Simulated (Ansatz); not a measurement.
Mulliken charges of C₂H₅AlBF, SMILES `C[B]1[AlH][CH]1F` from B3LYP/def2-TZVPP in Ansatz (PBE0-D4/def2-TZVP geometry).

```csv
atom,x (Å),y (Å),z (Å),charge (e)
C1,-1.694,0.236,0.109,-0.333
B2,-0.184,-0.057,-0.152,0.067
Al3,1.247,-0.753,-1.329,0.094
C4,1.043,0.157,0.610,0.095
F5,1.160,0.713,1.843,-0.207
H6,-1.856,0.695,1.088,0.100
H7,-2.105,0.910,-0.647,0.093
H8,-2.290,-0.680,0.066,0.093
H9,2.667,-1.174,-1.906,-0.086
H10,2.094,-0.098,0.322,0.082
```

Task: By hand: the dipole of these point charges (1 e Å = 4.8032 D).

Result: Σ q r = (-0.124, -0.102, -0.250) e Å, of length 0.297 e Å = 1.43 D.

Task: How does the dipole of the full density compare? (Estimate.)

Result: The calculation gave: (0.123, -0.251, -0.520) e Å, 2.84 D; the point charges give 0.50 times that, at 37° from its direction.

Point charges leave out the atoms' own dipoles, such as those of lone pairs, and Mulliken's split depends on the basis, so the two needn't agree.

B3LYP here is the variant with VWN-RPA as its local correlation; programs differ in this.
